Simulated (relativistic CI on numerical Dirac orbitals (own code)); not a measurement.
# Calculated levels, Ni²³⁺

These numbers are calculated, not measured: Dirac-Coulomb-Breit CI, orbitals from a KLI potential per configuration, model QED (radiative potential, 1s self-energy scaled to tabulated hydrogen-like ionisation energies), unscaled Slater integrals (own radial code, finite nucleus).

Configurations in the expansion (outside the closed core 1s2): 2s²2p, 2s2p², 2p³, 2p²3s, 2p²3p, 2p²3d, 2s²3s, 2s²3p, 2s²3d, 2s2p3s, 2s2p3p, 2s2p3d, 2s²4s, 2s²4p, 2s²4d, 2s²4f. Levels of other configurations are missing.

The lowest level is 2s²2p ²P°1/2, with 98 % of that term; Hund's rules for 2s²2p give ²P° with J = 1/2, in agreement.

| No. | Configuration | Term | J | E (Ry) | % | Landé g | Lifetime (s) |
| --- | --- | --- | --- | --- | --- | --- | --- |
| 1 | 2s²2p | ²P° | 1/2 | 0.0000 | 98 | 0.660 |  |
| 2 | 2s²2p | ²P° | 3/2 | 1.4920 | 98 | 1.329 | 2.55e-05 |
| 3 | 2s2p²(3P) | ⁴P | 1/2 | 4.1375 | 94 | 2.617 | 5.90e-09 |
| 4 | 2s2p²(3P) | ⁴P | 3/2 | 4.8811 | 99 | 1.722 | 5.98e-08 |
| 5 | 2s2p²(3P) | ⁴P | 5/2 | 5.5168 | 91 | 1.561 | 7.58e-09 |
| 6 | 2s2p²(1D) | ²D | 3/2 | 7.7303 | 93 | 0.834 | 6.80e-11 |
| 7 | 2s2p²(1D) | ²D | 5/2 | 8.0891 | 91 | 1.230 | 1.41e-10 |
| 8 | 2s2p²(3P) | ²P | 1/2 | 8.7856 | 64 | 1.165 | 2.10e-11 |
| 9 | 2s2p²(1S) | ²S | 1/2 | 10.3636 | 63 | 1.540 | 2.32e-11 |
| 10 | 2s2p²(3P) | ²P | 3/2 | 10.5025 | 93 | 1.298 | 1.63e-11 |
| 11 | 2p³ | ⁴S° | 3/2 | 12.9930 | 85 | 1.878 | 1.94e-11 |
| 12 | 2p³ | ²D° | 3/2 | 14.4860 | 78 | 0.981 | 3.51e-11 |
| 13 | 2p³ | ²D° | 5/2 | 14.8922 | 100 | 1.196 | 3.78e-11 |
| 14 | 2p³ | ²P° | 1/2 | 16.3378 | 98 | 0.660 | 1.83e-11 |
| 15 | 2p³ | ²P° | 3/2 | 17.1629 | 75 | 1.264 | 1.85e-11 |
| 16 | 2s²3s | ²S | 1/2 | 87.5554 | 95 | 2.000 | 2.47e-13 |
| 17 | 2s²3p | ²P° | 1/2 | 89.3662 | 92 | 0.666 | 2.95e-12 |
| 18 | 2s²3p | ²P° | 3/2 | 89.7873 | 92 | 1.334 | 2.75e-12 |
| 19 | 2s2p3s | ⁴P° | 1/2 | 91.1419 | 95 | 2.594 | 2.41e-13 |
| 20 | 2s²3d | ²D | 3/2 | 91.4420 | 95 | 0.798 | 3.69e-14 |
| 21 | 2s2p3s | ⁴P° | 3/2 | 91.5000 | 89 | 1.691 | 2.28e-13 |
| 22 | 2s²3d | ²D | 5/2 | 91.5677 | 95 | 1.199 | 3.86e-14 |
| 23 | 2s2p3s | ²P° | 1/2 | 92.2088 | 94 | 0.709 | 3.23e-13 |
| 24 | 2s2p3s | ⁴P° | 5/2 | 92.5754 | 98 | 1.597 | 2.09e-13 |
| 25 | 2s2p3p | ⁴D | 1/2 | 92.7220 | 76 | 0.182 | 3.98e-13 |
| 26 | 2s2p3p | ⁴D | 3/2 | 93.0406 | 73 | 1.227 | 4.54e-13 |
| 27 | 2s2p3s | ²P° | 3/2 | 93.3375 | 89 | 1.357 | 2.38e-13 |
| 28 | 2s2p3p | ⁴S | 3/2 | 93.4722 | 26 | 1.498 | 2.22e-13 |
| 29 | 2s2p3p | ²P | 1/2 | 93.6323 | 65 | 0.667 | 8.95e-14 |
| 30 | 2s2p3p | ⁴D | 5/2 | 93.6584 | 86 | 1.381 | 7.78e-12 |
| 31 | 2s2p3p | ⁴P | 1/2 | 93.8091 | 89 | 2.566 | 1.61e-12 |
| 32 | 2s2p3p | ²D | 3/2 | 94.0420 | 48 | 1.294 | 1.18e-13 |
| 33 | 2s2p3d | ⁴F° | 3/2 | 94.5961 | 87 | 0.472 | 3.19e-13 |
| 34 | 2s2p3p | ⁴P | 3/2 | 94.6246 | 49 | 1.469 | 2.01e-13 |
| 35 | 2s2p3p | ⁴D | 7/2 | 94.6398 | 100 | 1.426 | 1.20e-10 |
| 36 | 2s2p3p | ⁴P | 5/2 | 94.8037 | 62 | 1.463 | 2.71e-13 |
| 37 | 2s2p3d | ⁴F° | 5/2 | 94.8225 | 82 | 1.078 | 1.53e-13 |
| 38 | 2s2p3p | ⁴S | 3/2 | 94.8809 | 39 | 1.551 | 1.80e-13 |
| 39 | 2s2p3d | ⁴F° | 7/2 | 95.1912 | 75 | 1.270 | 9.42e-14 |
| 40 | 2s2p3d | ⁴P° | 5/2 | 95.2194 | 47 | 1.410 | 4.45e-14 |
| 41 | 2s2p3d | ⁴D° | 3/2 | 95.3402 | 57 | 1.301 | 3.05e-14 |
| 42 | 2s2p3p | ²D | 5/2 | 95.3727 | 70 | 1.308 | 9.73e-14 |
| 43 | 2s2p3d | ⁴D° | 1/2 | 95.3774 | 83 | 0.246 | 2.49e-14 |
| 44 | 2s2p3s | ²P° | 1/2 | 95.5721 | 94 | 0.681 | 1.61e-13 |
| 45 | 2s2p3s | ²P° | 3/2 | 95.5760 | 76 | 1.275 | 9.95e-14 |
| 46 | 2s2p3p | ²S | 1/2 | 95.6468 | 81 | 1.859 | 7.57e-14 |
| 47 | 2s2p3d | ²D° | 3/2 | 95.8077 | 59 | 0.949 | 7.91e-14 |
| 48 | 2s2p3d | ²F° | 5/2 | 95.9322 | 43 | 1.094 | 4.85e-14 |
| 49 | 2s2p3d | ⁴F° | 9/2 | 96.1034 | 100 | 1.331 | 1.74e-09 |
| 50 | 2s2p3d | ⁴D° | 7/2 | 96.3708 | 74 | 1.377 | 3.13e-14 |
| 51 | 2s2p3d | ⁴D° | 5/2 | 96.4574 | 54 | 1.364 | 3.15e-14 |
| 52 | 2s2p3d | ⁴P° | 3/2 | 96.5245 | 65 | 1.540 | 3.46e-14 |
| 53 | 2s2p3d | ⁴P° | 1/2 | 96.5576 | 90 | 2.435 | 4.03e-14 |
| 54 | 2s2p3d | ²F° | 5/2 | 96.8354 | 45 | 1.096 | 4.87e-14 |
| 55 | 2s2p3d | ²P° | 3/2 | 97.2071 | 71 | 1.244 | 4.67e-14 |
| 56 | 2s2p3p | ²P | 1/2 | 97.3365 | 75 | 0.838 | 1.97e-13 |
| 57 | 2s2p3p | ²D | 3/2 | 97.4184 | 67 | 0.963 | 3.53e-13 |
| 58 | 2s2p3d | ²F° | 7/2 | 97.4462 | 97 | 1.148 | 3.03e-14 |
| 59 | 2s2p3d | ²P° | 1/2 | 97.6125 | 93 | 0.660 | 3.91e-14 |
| 60 | 2s2p3p | ²D | 5/2 | 97.6772 | 91 | 1.209 | 5.96e-13 |
| 61 | 2p²(3P)3s | ⁴P | 1/2 | 97.7278 | 65 | 2.331 | 4.33e-13 |
| 62 | 2s2p3p | ²P | 3/2 | 97.7928 | 59 | 1.181 | 2.72e-13 |
| 63 | 2s2p3p | ²S | 1/2 | 98.2449 | 71 | 2.001 | 6.58e-13 |
| 64 | 2p²(3P)3s | ⁴P | 3/2 | 98.6241 | 94 | 1.702 | 4.11e-13 |
| 65 | 2p²(3P)3p | ⁴D° | 1/2 | 99.1100 | 52 | 0.707 | 1.33e-13 |
| 66 | 2p²(3P)3s | ⁴P | 5/2 | 99.1362 | 74 | 1.497 | 3.18e-13 |
| 67 | 2p²(3P)3s | ²P | 1/2 | 99.2611 | 75 | 0.882 | 1.86e-13 |
| 68 | 2s2p3d | ²F° | 7/2 | 99.2775 | 92 | 1.147 | 5.32e-14 |
| 69 | 2s2p3d | ²F° | 5/2 | 99.2963 | 87 | 0.879 | 3.37e-14 |
| 70 | 2s2p3d | ²D° | 3/2 | 99.3939 | 93 | 0.820 | 2.99e-14 |

Energies count from the lowest computed level; ° marks odd parity; lifetimes are radiative, by E1, M1, E2, M2, E3 decay to levels of this space only. Percentages are summed over parent terms; the parents shown are those of the largest component, closed shells are left out there.

The mean weight of the leading LS term, summed over parents, in these 70 levels is 79 %, and that of the leading jj configuration (from the same eigenvectors) 79 %.

At this charge energies of transitions that change n are usually good to better than 1 %, and those within a shell (Δn = 0) to a few per cent.

LS names give the leading component of a level, which can be under half, so a name can repeat, a term be missing and a line seem to break the LS rules.
